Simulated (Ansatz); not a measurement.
Program: Ansatz. Geometries: PBE0-D4/def2-TZVP. ΔE: electronic, gas phase. CCSD(T)/CBS is the MP2 limit (def2-TZVPP, def2-QZVPP) plus CCSD(T) − MP2 in def2-TZVPP, frozen cores. One conformer a species, not always the lowest.

Reaction (cleavage of the Si–Si bond): `O[SiH](O)[Si](F)(F)F` + `S[SiH2]Cl` → `O[SiH](O)S[SiH2]Cl` + `F[SiH](F)F`

`O[SiH](O)[Si](F)(F)F`:

```xyz
10

O     1.171    0.797   -1.307
Si    0.343    0.665    0.093
O    -0.936    1.694    0.109
Si   -0.399   -1.554    0.093
F     0.795   -2.592    0.147
F    -1.295   -1.829    1.371
F    -1.276   -1.920   -1.170
H     1.550    1.644   -1.550
H     1.189    0.945    1.288
H    -1.143    2.148    0.927
```

`S[SiH2]Cl`:

```xyz
6

S    -0.779    1.515    0.055
Si    0.196   -0.350    0.310
Cl    1.888   -0.532   -0.840
H    -1.201    1.239   -1.192
H    -0.691   -1.472   -0.066
H     0.588   -0.400    1.733
```

`O[SiH](O)S[SiH2]Cl`:

```xyz
11

O    -2.216   -0.699   -1.195
Si   -1.073   -0.412   -0.062
O    -1.150   -1.586    1.059
S     0.803   -0.353   -1.109
Si    1.855    0.875    0.263
Cl    1.488    2.871   -0.059
H    -2.125   -0.262   -2.043
H    -1.262    0.848    0.682
H    -1.071   -2.497    0.769
H     3.297    0.640    0.041
H     1.452    0.576    1.654
```

`F[SiH](F)F`:

Cartesian coordinates in Å:
```
F -0.395 -0.709 -1.331
Si -0.021 0.035 0.003
F 1.526 0.317 -0.007
F -0.339 -0.925 1.208
H -0.772 1.282 0.126
```

```
               species  CCSD(T)/CBS(def2) energy (Eh)
`O[SiH](O)[Si](F)(F)F`                    -1030.00345
           `S[SiH2]Cl`                    -1148.50980
  `O[SiH](O)S[SiH2]Cl`                    -1589.28593
          `F[SiH](F)F`                     -589.26725
```

(1) Work out ΔE.

Largest T1 diagnostic among the species: 0.012.

## Answers

(1) ΔE = (-1589.28593) + (-589.26725) − (-1030.00345) − (-1148.50980) = -0.03993 Eh = -104.8 kJ/mol.

The D4 term adds −5.4 kJ/mol with B3LYP and −3.0 kJ/mol with PBE0; it sums over pairs of atoms, weighted by their polarisabilities, and B3LYP, whose exchange is more repulsive, gets the larger term. From PBE to PBE0 (25 % exact exchange), in def2-TZVPP and without D4, ΔE moves by −7.2 kJ/mol.

B3LYP here is the variant with VWN-RPA as its local correlation; programs differ in this.
